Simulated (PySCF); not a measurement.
# Computed records: BCl2GeH2, B2GeH6N, CH5BGeSi, CH8Ge2Si and others

All values are calculated (PySCF 2.14.0). Calculation on a computer-drawn molecule: optimised geometry and harmonic frequencies of an isolated molecule of the commonest isotopes, restricted reference for singlets and unrestricted otherwise, frozen core in MP2; on germanium a core potential holds 10 electrons, which the energies leave out, and 3d is frozen in MP2 and coupled-cluster steps.

Common to all runs: charge 0; basis and core potential on germanium cc-pVDZ-PP ECP10MDF.

(1) BCl2GeH2

Start structure:
```xyz
6
BCl2GeH2
B     -0.6073    -0.6038     2.6704
Ge     1.2202    -0.5784     1.8115
Cl     2.6171    -2.0808     2.0557
Cl     1.6466     0.3156    -0.0704
H     -1.3464     0.1850     2.3236
H     -0.7541    -1.2455     3.6113
```

It was run with multiplicity 2, method HF and basis cc-pV(D+d)Z.

The calculation gives: rotational constants 3.486, 2.23, 1.474 GHz; total energy -1238.2794 hartree; spin squared 0.7794; convergence status largest gradient component 1.035e-05 hartree/bohr.

Drawn bonds:
| atom | other atom | order |
| --- | --- | --- |
| 1 | 2 | 1 |
| 2 | 3 | 1 |
| 2 | 4 | 1 |
| 1 | 5 | 1 |
| 1 | 6 | 1 |

Optimised structure:
```xyz
6
BCl2GeH2
B     -0.5530    -0.5717     2.6653
Ge     1.3876    -0.3737     1.9575
Cl     2.5571    -2.1997     2.0705
Cl     1.5092     0.2832    -0.1087
H     -1.3801     0.1787     2.2479
H     -0.7446    -1.3247     3.5695
```

Modes:
| frequency (cm⁻¹) | reduced mass (dalton) |
| --- | --- |
| 119.6 | 6.044 |
| 137.2 | 3.194 |
| 157.5 | 32.92 |
| 224.3 | 1.03 |
| 400.5 | 19.76 |
| 423.2 | 38.88 |
| 549.6 | 5.173 |
| 672.4 | 1.243 |
| 931 | 1.318 |
| 1203 | 1.143 |
| 2722 | 1.045 |
| 2842 | 1.134 |

(2) BCl2GeH2

Start structure:
```xyz
6
BCl2GeH2
B     -0.5530    -0.5717     2.6653
Ge     1.3876    -0.3737     1.9575
Cl     2.5571    -2.1997     2.0705
Cl     1.5092     0.2832    -0.1087
H     -1.3801     0.1787     2.2479
H     -0.7446    -1.3247     3.5695
```

Here we set multiplicity 2, method MP2 and basis cc-pV(D+d)Z.

Results for BCl2GeH2: rotational constants 3.482, 2.433, 1.432 GHz; total energy -1238.7067 hartree; spin squared 0.7588; convergence status largest gradient component 2.979e-05 hartree/bohr.

Drawn bonds:
| atom | other atom | order |
| --- | --- | --- |
| 1 | 2 | 1 |
| 2 | 3 | 1 |
| 2 | 4 | 1 |
| 1 | 5 | 1 |
| 1 | 6 | 1 |

Optimised structure:
```xyz
6
BCl2GeH2
B     -0.5946    -0.5586     2.7000
Ge     1.0865    -0.7327     1.6937
Cl     2.7035    -2.0734     2.1135
Cl     1.6662     0.3814    -0.0416
H     -1.3690     0.2606     2.2894
H     -0.7164    -1.2852     3.6470
```

Modes:
| frequency (cm⁻¹) | reduced mass (dalton) |
| --- | --- |
| 115.7 | 9.724 |
| 136.4 | 3.123 |
| 158.2 | 31.17 |
| 343.2 | 1.019 |
| 420.4 | 23.12 |
| 451 | 40.18 |
| 661.3 | 4.926 |
| 665.7 | 1.261 |
| 715.4 | 1.222 |
| 1111 | 1.15 |
| 2657 | 1.042 |
| 2794 | 1.138 |

(3) B2GeH6N

Start structure:
```xyz
10
B2GeH6N
B      0.1298     2.3651    -1.5074
Ge    -1.1669     0.8540    -1.2284
N     -0.8462     0.1333     0.4626
B     -1.7079    -0.1474     1.5588
H      0.2053     3.3187    -2.0822
H     -0.9995    -0.1715    -2.1939
H     -2.6373     1.0928    -1.1578
H      0.1647    -0.1295     0.5958
H     -2.8631     0.2152     1.4375
H     -1.3261    -0.6732     2.4128
```

Here we set multiplicity 2, method HF and basis cc-pVDZ.

It finds rotational constants 12.98, 2.842, 2.49 GHz; total energy -400.6448 hartree; spin squared 0.757; convergence status largest gradient component 2.127e-05 hartree/bohr.

Drawn bonds:
| atom | other atom | order |
| --- | --- | --- |
| 1 | 2 | 1 |
| 2 | 3 | 1 |
| 3 | 4 | 1 |
| 1 | 5 | 1 |
| 2 | 6 | 1 |
| 2 | 7 | 1 |
| 3 | 8 | 1 |
| 4 | 9 | 1 |
| 4 | 10 | 1 |

Optimised structure:
```xyz
10
B2GeH6N
B      0.2150     2.3663    -1.5736
Ge    -1.1834     0.9059    -1.1306
N     -0.8139     0.1643     0.5359
B     -1.7290    -0.2546     1.5055
H      0.2467     3.2665    -2.3582
H     -1.0740    -0.1824    -2.2117
H     -2.6241     1.4125    -1.0619
H      0.1593     0.0438     0.7474
H     -2.9103    -0.1319     1.3073
H     -1.3336    -0.7329     2.5378
```

Modes:
| frequency (cm⁻¹) | reduced mass (dalton) |
| --- | --- |
| 46.22 | 2.215 |
| 157.4 | 2.509 |
| 262.6 | 1.418 |
| 297.4 | 1.72 |
| 343 | 1.663 |
| 417.7 | 1.231 |
| 582.5 | 2.434 |
| 613.6 | 4.909 |
| 639.9 | 1.671 |
| 734.6 | 1.09 |
| 819.6 | 1.051 |
| 835.5 | 1.09 |
| 943.1 | 1.026 |
| 1019 | 1.349 |
| 1097 | 1.358 |
| 1231 | 1.441 |
| 1360 | 1.26 |
| 1482 | 2.456 |
| 2190 | 1.021 |
| 2237 | 1.019 |
| 2645 | 1.055 |
| 2704 | 1.129 |
| 2770 | 1.095 |
| 3799 | 1.076 |

(4) BCl2GeH2

Start structure:
```xyz
6
BCl2GeH2
B      0.1727    -0.8923     0.1076
Ge    -0.6750     0.4510    -1.2215
Cl    -0.1016     2.3297    -0.6108
Cl     0.1424     0.1263    -3.1114
H     -0.1913    -1.6208     0.9892
H     -2.1085     0.5582    -1.4347
```

Settings of this run: multiplicity 2, method HF and basis cc-pV(D+d)Z.

The calculation gives: rotational constants 3.807, 2.123, 1.553 GHz; total energy -1238.2430 hartree; spin squared 0.7565; convergence status largest gradient component 5.054e-06 hartree/bohr.

Drawn bonds:
| atom | other atom | order |
| --- | --- | --- |
| 1 | 2 | 1 |
| 2 | 3 | 1 |
| 2 | 4 | 1 |
| 1 | 5 | 1 |
| 2 | 6 | 1 |

Optimised structure:
```xyz
6
BCl2GeH2
B      0.1884    -0.9597     0.0537
Ge    -0.6668     0.3984    -1.2431
Cl    -0.0344     2.3301    -0.4820
Cl     0.1565     0.1658    -3.2303
H     -0.2318    -1.4552     1.0533
H     -2.1732     0.4728    -1.4331
```

Modes:
| frequency (cm⁻¹) | reduced mass (dalton) |
| --- | --- |
| 93.86 | 1.619 |
| 144.2 | 15.73 |
| 181.9 | 8.232 |
| 235.4 | 2.321 |
| 419.6 | 33.68 |
| 432.1 | 39.5 |
| 607 | 3.305 |
| 650.2 | 1.451 |
| 747.1 | 1.063 |
| 797.6 | 1.063 |
| 2276 | 1.021 |
| 2792 | 1.095 |

(5) CH5BGeSi

Start structure:
```xyz
9
CH5BGeSi
C      1.8743    -0.7513     1.1332
Ge     1.0277     0.4623     2.1646
B     -1.0756     0.1062     1.7286
Si    -1.3457    -0.6214    -0.0591
H      1.7306    -1.6266     0.5909
H      2.9664    -0.5527     1.4980
H      1.4814     1.7506     2.0948
H     -1.9469    -0.3325     2.5005
H     -0.2696    -0.3449    -0.8972
```

Settings of this run: multiplicity 1, method HF and basis cc-pV(D+d)Z.

It finds rotational constants 7.973, 1.785, 1.5 GHz; total energy -647.6296 hartree; convergence status largest gradient component 4.179e-05 hartree/bohr.

Drawn bonds:
| atom | other atom | order |
| --- | --- | --- |
| 1 | 2 | 2 |
| 2 | 3 | 1 |
| 3 | 4 | 1 |
| 1 | 5 | 1 |
| 1 | 6 | 1 |
| 2 | 7 | 1 |
| 3 | 8 | 1 |
| 4 | 9 | 1 |

Optimised structure:
```xyz
9
CH5BGeSi
C      2.2848    -0.7640     1.3503
Ge     0.9891     0.3275     1.8817
B     -0.9901    -0.1110     1.4762
Si    -1.2825    -1.1524    -0.2043
H      2.0621    -1.7216     0.8929
H      3.3334    -0.5694     1.5430
H      1.3791     1.6510     2.5325
H     -1.8386     0.2738     2.2308
H     -1.4946     0.1557    -0.9489
```

Modes:
| frequency (cm⁻¹) | reduced mass (dalton) |
| --- | --- |
| 34.83 | 4.45 |
| 92.27 | 2.787 |
| 184.7 | 2.804 |
| 287.5 | 1.318 |
| 368.9 | 1.138 |
| 448.1 | 1.17 |
| 524.8 | 3.977 |
| 655.8 | 1.451 |
| 680 | 1.524 |
| 709.2 | 1.096 |
| 809.1 | 1.238 |
| 857.2 | 1.678 |
| 872.3 | 1.473 |
| 893.1 | 1.536 |
| 914.6 | 1.819 |
| 1508 | 1.172 |
| 2125 | 1.041 |
| 2241 | 1.02 |
| 2722 | 1.092 |
| 3299 | 1.055 |
| 3400 | 1.115 |

(6) CH8Ge2Si

Start structure:
```xyz
12
CH8Ge2Si
C     -0.6482     3.7427     1.9873
Ge    -1.6708     2.4133     1.3229
Si    -0.8377     0.6473    -0.0593
Ge    -2.2574    -1.2540     0.3074
H     -1.0560     4.5292     2.6534
H      0.2339     4.0335     1.5124
H     -2.8669     2.0744     2.1162
H      0.5222     0.3088     0.3833
H     -0.8290     1.0329    -1.4208
H     -2.0642    -2.3604    -0.6679
H     -2.0511    -1.9538     1.6410
H     -3.6671    -0.9930     0.2500
```

It was run with multiplicity 1, method HF and basis cc-pV(D+d)Z.

Results for CH8Ge2Si: rotational constants 5.902, 0.6504, 0.6289 GHz; total energy -918.1552 hartree; convergence status largest gradient component 6.843e-06 hartree/bohr.

Drawn bonds:
| atom | other atom | order |
| --- | --- | --- |
| 1 | 2 | 2 |
| 2 | 3 | 1 |
| 3 | 4 | 1 |
| 1 | 5 | 1 |
| 1 | 6 | 1 |
| 2 | 7 | 1 |
| 3 | 8 | 1 |
| 3 | 9 | 1 |
| 4 | 10 | 1 |
| 4 | 11 | 1 |
| 4 | 12 | 1 |

Optimised structure:
```xyz
12
CH8Ge2Si
C     -0.6195     3.4609     2.2072
Ge    -1.7278     2.5765     1.1526
Si    -1.0451     0.7329    -0.2026
Ge    -2.1016    -1.3223     0.4778
H     -0.9480     4.2876     2.8258
H      0.4335     3.2116     2.2563
H     -3.2032     2.9653     1.1273
H      0.4267     0.6120    -0.0858
H     -1.3970     1.0143    -1.6150
H     -1.6778    -2.4712    -0.4444
H     -1.7064    -1.6699     1.9165
H     -3.6262    -1.1767     0.4100
```

Modes:
| frequency (cm⁻¹) | reduced mass (dalton) |
| --- | --- |
| 35.83 | 3.406 |
| 78.94 | 4.598 |
| 88.34 | 1.168 |
| 141.4 | 2.883 |
| 275.2 | 1.318 |
| 324.9 | 4.141 |
| 366 | 1.081 |
| 405.3 | 7.712 |
| 505.1 | 1.155 |
| 531.2 | 1.153 |
| 666 | 1.095 |
| 706.7 | 1.075 |
| 751.8 | 1.042 |
| 786.6 | 1.134 |
| 839.2 | 1.168 |
| 884 | 1.628 |
| 894.5 | 1.048 |
| 907.1 | 2.126 |
| 964.8 | 1.018 |
| 965.2 | 1.018 |
| 1006 | 1.051 |
| 1499 | 1.176 |
| 2211 | 1.023 |
| 2215 | 1.023 |
| 2226 | 1.013 |
| 2240 | 1.02 |
| 2301 | 1.034 |
| 2311 | 1.047 |
| 3303 | 1.054 |
| 3408 | 1.116 |

(7) CH5GeN2

Start structure:
```xyz
9
CH5GeN2
C      1.1817     1.9599     0.4970
N      0.2519     1.1708     0.8051
Ge     0.2068    -0.7207     0.4610
N      1.8174    -1.0745     0.3905
H      2.1323     1.5300     0.3292
H      1.0776     3.0674     0.4087
H     -0.7207     1.6395     0.9936
H     -0.7391    -0.9647     1.7526
H      2.1767    -2.0323     0.2398
```

It was run with multiplicity 2, method HF and basis cc-pVDZ.

It finds rotational constants 8.594, 3.172, 2.375 GHz; total energy -442.9939 hartree; spin squared 0.7661; convergence status largest gradient component 4.48e-05 hartree/bohr.

Drawn bonds:
| atom | other atom | order |
| --- | --- | --- |
| 1 | 2 | 1 |
| 2 | 3 | 1 |
| 3 | 4 | 2 |
| 1 | 5 | 1 |
| 1 | 6 | 1 |
| 2 | 7 | 1 |
| 3 | 8 | 1 |
| 4 | 9 | 1 |

Optimised structure:
```xyz
9
CH5GeN2
C      1.1664     1.9305     0.5410
N      0.0986     1.2752     0.6241
Ge    -0.0966    -0.9058     0.3273
N      1.8102    -0.9710     0.3260
H      2.0901     1.3867     0.3761
H      1.1880     3.0145     0.6312
H     -0.7276     1.8330     0.7744
H     -0.2801    -1.0540     1.9015
H      2.1356    -1.9336     0.3758
```

Modes:
| frequency (cm⁻¹) | reduced mass (dalton) |
| --- | --- |
| 120.5 | 2.481 |
| 228.3 | 4.489 |
| 242.5 | 6.167 |
| 340.7 | 1.397 |
| 368.2 | 2.03 |
| 394.1 | 1.166 |
| 575.1 | 7.347 |
| 664.2 | 1.109 |
| 742.4 | 1.108 |
| 825 | 1.135 |
| 1178 | 1.107 |
| 1197 | 1.123 |
| 1266 | 1.28 |
| 1511 | 1.324 |
| 1568 | 1.137 |
| 1870 | 5.728 |
| 1930 | 1.021 |
| 3264 | 1.063 |
| 3395 | 1.12 |
| 3635 | 1.075 |
| 3749 | 1.078 |

(8) CH6GeNO

Start structure:
```xyz
10
CH6GeNO
C      0.6018     1.0035     0.9323
Ge     0.1405    -0.4001    -0.4475
N     -0.6192    -1.8283     0.6223
O     -1.4078     0.3047    -1.1096
H      0.6460     2.0292     0.4006
H      1.5325     0.7685     1.4232
H     -0.1798     1.0591     1.6588
H      0.1539    -2.2874     1.1713
H     -1.2100    -2.4925     0.2572
H     -2.1983    -0.3216    -1.1601
```

It was run with multiplicity 2, method HF and basis cc-pVDZ.

The calculation gives: rotational constants 5.656, 5.031, 3.215 GHz; total energy -464.0673 hartree; spin squared 0.7579; convergence status largest gradient component 1.091e-05 hartree/bohr.

Drawn bonds:
| atom | other atom | order |
| --- | --- | --- |
| 1 | 2 | 1 |
| 2 | 3 | 1 |
| 2 | 4 | 1 |
| 1 | 5 | 1 |
| 1 | 6 | 1 |
| 1 | 7 | 1 |
| 3 | 8 | 1 |
| 3 | 9 | 1 |
| 4 | 10 | 1 |

Optimised structure:
```xyz
10
CH6GeNO
C      0.5703     0.9976     0.9033
Ge    -0.0007    -0.3854    -0.3755
N     -0.5963    -1.8404     0.5943
O     -1.4402     0.1732    -1.2787
H      0.8126     1.9182     0.3714
H      1.4501     0.6670     1.4589
H     -0.2466     1.1912     1.6028
H      0.0403    -2.1644     1.3034
H     -0.8723    -2.6357     0.0428
H     -2.2575    -0.0861    -0.8741
```

Modes:
| frequency (cm⁻¹) | reduced mass (dalton) |
| --- | --- |
| 104.1 | 1.043 |
| 139.2 | 1.123 |
| 180.2 | 2.617 |
| 209 | 2.29 |
| 235.3 | 3.376 |
| 283.8 | 1.416 |
| 584.5 | 4.108 |
| 620 | 1.578 |
| 694 | 3.054 |
| 717.7 | 9.48 |
| 806 | 1.185 |
| 831.6 | 1.249 |
| 916.3 | 1.152 |
| 935.5 | 1.197 |
| 1350 | 1.219 |
| 1547 | 1.054 |
| 1553 | 1.054 |
| 1698 | 1.098 |
| 3176 | 1.032 |
| 3270 | 1.104 |
| 3285 | 1.103 |
| 3727 | 1.051 |
| 3816 | 1.093 |
| 4128 | 1.067 |

(9) CH4AlGeN

Start structure:
```xyz
8
CH4AlGeN
C      0.6945    -1.2112     1.8461
Ge    -0.5607    -1.1604     0.2537
Al     0.3318     0.9345    -0.8518
N      0.8276     2.3692    -1.5420
H      0.6966    -0.3520     2.3847
H      0.6040    -2.1151     2.3870
H      1.8226    -1.2748     1.4717
H      1.5864     3.0117    -1.3561
```

Here we set multiplicity 1, method HF and basis cc-pV(D+d)Z.

Results for CH4AlGeN: rotational constants 9.471, 1.497, 1.303 GHz; total energy -629.8780 hartree; convergence status largest gradient component 1.782e-05 hartree/bohr.

Drawn bonds:
| atom | other atom | order |
| --- | --- | --- |
| 1 | 2 | 1 |
| 2 | 3 | 1 |
| 3 | 4 | 2 |
| 1 | 5 | 1 |
| 1 | 6 | 1 |
| 1 | 7 | 1 |
| 4 | 8 | 1 |

Optimised structure:
```xyz
8
CH4AlGeN
C      0.7418    -1.2957     1.8317
Ge    -0.5250    -1.1682     0.2781
Al     0.4545     1.0276    -0.7243
N      1.0121     2.3766    -1.3883
H      0.6572    -0.4148     2.4761
H      0.5169    -2.1870     2.4201
H      1.7805    -1.3476     1.4908
H      1.3647     3.2110    -1.7909
```

Modes:
| frequency (cm⁻¹) | reduced mass (dalton) |
| --- | --- |
| 84.79 | 4.142 |
| 87.66 | 1.172 |
| 113.8 | 4.486 |
| 198 | 6.567 |
| 251.1 | 15.12 |
| 513.6 | 1.133 |
| 545.1 | 1.146 |
| 553.3 | 4.265 |
| 636.6 | 1.139 |
| 848.4 | 1.199 |
| 1211 | 9.36 |
| 1348 | 1.203 |
| 1537 | 1.054 |
| 1554 | 1.062 |
| 3158 | 1.033 |
| 3238 | 1.099 |
| 3267 | 1.105 |
| 3987 | 1.086 |

(10) AlClGeHN

Start structure:
```xyz
5
AlClGeHN
Cl     1.3562     2.4344    -0.9762
Al     1.5420     1.3946     0.7193
N      1.8564     0.2921     2.0447
Ge     1.7891     0.0095     3.7390
H      1.3035     1.5132     4.4061
```

Here we set multiplicity 1, method HF and basis cc-pV(D+d)Z.

Results for AlClGeHN: rotational constants 182.4, 0.6482, 0.6459 GHz; total energy -1049.8496 hartree; convergence status largest gradient component 1.859e-05 hartree/bohr.

Drawn bonds:
| atom | other atom | order |
| --- | --- | --- |
| 1 | 2 | 1 |
| 2 | 3 | 2 |
| 3 | 4 | 1 |
| 4 | 5 | 1 |

Optimised structure:
```xyz
5
AlClGeHN
Cl     1.4413     2.2228    -1.2679
Al     1.5539     1.4572     0.6468
N      1.6498     0.8333     2.1414
Ge     1.8146    -0.0341     3.7131
H      1.3876     1.1647     4.6995
```

Modes:
| frequency (cm⁻¹) | reduced mass (dalton) |
| --- | --- |
| 54.78 | 5.35 |
| 60.91 | 10.17 |
| 148.6 | 21.32 |
| 190.1 | 20.26 |
| 315 | 32.14 |
| 645.6 | 25.46 |
| 826.7 | 1.08 |
| 1324 | 14.81 |
| 1867 | 1.024 |
